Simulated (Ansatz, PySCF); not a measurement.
This Ansatz (a quantum-chemistry and plane-wave program) input computes a PBE0/def2-TZVPD energy:

Ansatz 0.2 input:
```yaml
crystal:
  periodic: [false, false, false]
  atoms:
    - {symbol: Ge, position_ang: [-0.31566085, -0.13861252, -0.25058691]}
    - {symbol: O, position_ang: [1.13937697, 0.38824038, 0.88037767]}
    - {symbol: H, position_ang: [0.98613152, 1.32967773, 0.97575993]}
basis:
  gaussian:
    orbitals: def2-TZVPD
hamiltonian:
  xc: {name: PBE0}
total_charge: -1
output: {forces: true}
```

Task: Write an input for the same energy in PySCF and say what it gives.

Result: 
```python
from pyscf import gto, scf, dft

mol = gto.M(
    atom='''
    Ge   -0.31566085   -0.13861252   -0.25058691
    O     1.13937697    0.38824038    0.88037767
    H     0.98613152    1.32967773    0.97575993
    ''',
    basis='def2-tzvpd',
    charge=-1,
    spin=0,
    verbose=4,
)

mf = dft.RKS(mol, xc='pbe0').density_fit(auxbasis='def2-universal-jkfit')
mf.grids.level = 3
mf.conv_tol = 1e-9
mf.max_cycle = 100
mf.max_memory = 1500
mf.kernel()
if not mf.converged:
    mf = mf.newton()
    mf.kernel(mf.make_rdm1())
mf.analyze()
```
It gives -2152.49317 Eh, and Ansatz -2152.49308 Eh, a difference of 0.09 mEh, from the treatment of integrals and grids.
